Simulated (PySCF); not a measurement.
Cartesian coordinates in Å; atom numbers follow the order of the lines, from 1:
```xyz
22

C     3.421   -0.101    0.658
O     2.094   -0.507    0.566
C     1.347    0.231   -0.356
C    -0.086   -0.257   -0.356
C    -0.767   -0.114    1.011
C    -2.236   -0.542    0.883
Si   -2.730    0.122   -0.827
C    -0.951    0.463   -1.405
H     3.955   -0.201   -0.309
H     3.922   -0.738    1.400
H     3.512    0.955    0.984
H     1.371    1.314   -0.101
H     1.781    0.136   -1.375
H    -0.059   -1.335   -0.602
H    -0.222   -0.689    1.775
H    -0.712    0.948    1.317
H    -2.315   -1.642    0.876
H    -2.861   -0.180    1.713
H    -3.564    1.365   -0.774
H    -3.456   -0.881   -1.668
H    -0.734    0.133   -2.432
H    -0.765    1.551   -1.368
```

Geometry: PBE0-D3(BJ)/def2-SVP; GIAO shifts from PySCF 2.14, gas phase, non-relativistic, averaged over equivalent atoms.

At PBE0/pcSseg-1 (213 basis functions, 96 s wall time on 1 thread of an Arm Neoverse N1, shared host):
```tsv
atoms	δ (ppm)
C3	81.4
C1	59.4
C4	44.0
C5	34.4
C8	11.2
C6	8.6
O2	28.7
Si7	-25.6
H20	4.22
H19	4.15
H13	3.41
H9/H10/H11	3.30
H12	2.61
H15	2.38
H14	1.54
H18	0.94
H21	0.75
H17	0.72
H16	0.53
H22	0.10
```

Referencing at the same level of theory: $^{13}$C (184.41 ppm), $^{29}$Si (351.99 ppm), $^{1}$H (31.27 ppm) against TMS; H2O for $^{17}$O (334.56 ppm).

Problem. Estimate the result of repeating the calculation with KT2/pcSseg-1.

Solution. 
```tsv
atoms	δ at KT2/pcSseg-1	change
C3	83.1	+1.7
C1	60.3	+0.9
C4	46.5	+2.5
C5	36.0	+1.6
C8	11.9	+0.7
C6	10.0	+1.4
O2	40.7	+12.0
Si7	-29.8	-4.2
H20	4.27	+0.05
H19	4.19	+0.04
H13	3.59	+0.18
H9/H10/H11	3.40	+0.10
H12	2.72	+0.11
H15	2.52	+0.14
H14	1.61	+0.07
H18	1.12	+0.18
H21	0.91	+0.16
H17	0.79	+0.07
H16	0.50	-0.03
H22	0.19	+0.09
```

Chemical shifts δ = σref − σ; TMS for $^{13}$C (σ = 183.22 ppm) and $^{29}$Si (σ = 361.05 ppm) and $^{1}$H (σ = 31.18 ppm); $^{17}$O (σ = 330.66 ppm) vs H2O, all at this level.

The largest change is at O2 (ether oxygen). Cost: 213 basis functions, 99 s wall time on 1 thread of an Arm Neoverse N1, shared host. The order of the carbon signals is the same at both levels.

Experimental scales use liquid or dissolved standards, which lie at an offset from isolated H2O (liquid H2O: subtract about 36 ppm).
